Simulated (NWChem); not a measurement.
SiH2O2BrF; SMILES O[Si](F)(Br)O

```xyz
7

O      1.5435     1.2347     0.4857
Si     0.0298     0.7838     0.0153
O     -0.2903     1.4724    -1.4563
F     -1.0999     1.2743     1.0821
Br    -0.0495    -1.4250    -0.0023
H      1.7916     2.1394     0.2223
H     -1.1954     1.3645    -1.7973
```
Atoms are numbered in this order, from 1.

Level: PBE-D3(BJ)/def2-SVP (NWChem), optimised geometry, unscaled harmonic frequencies. This build's default masses of Se (78.918 u) and Br (79.917 u) are each other's, which moves their modes by up to 0.6 %.

```
frequency (cm⁻¹)  IR intensity (km/mol)
----------------  ---------------------
118                                96.8
149                                14.0
208                                 4.8
238                                68.4
264                                14.9
315                                20.8
321                                49.7
462                               142.7
760                               132.4
790                               179.6
843                               179.1
939                               147.9
981                               130.7
3755                              104.0
3769                              100.2
```

| Item | Result |
|---|---|
| zero-point energy | 19.9 kcal/mol |
| thermal correction to the enthalpy at 298.15 K (with zero-point energy) | 24.9 kcal/mol |
| heat capacity Cv | 22.6 cal/(mol K) |
| entropy at 298.15 K and 1 atm (symmetry number 1) | 84.7 cal/(mol K) |
| dipole moment | 2.19 D |

Rigid rotor and harmonic oscillator.
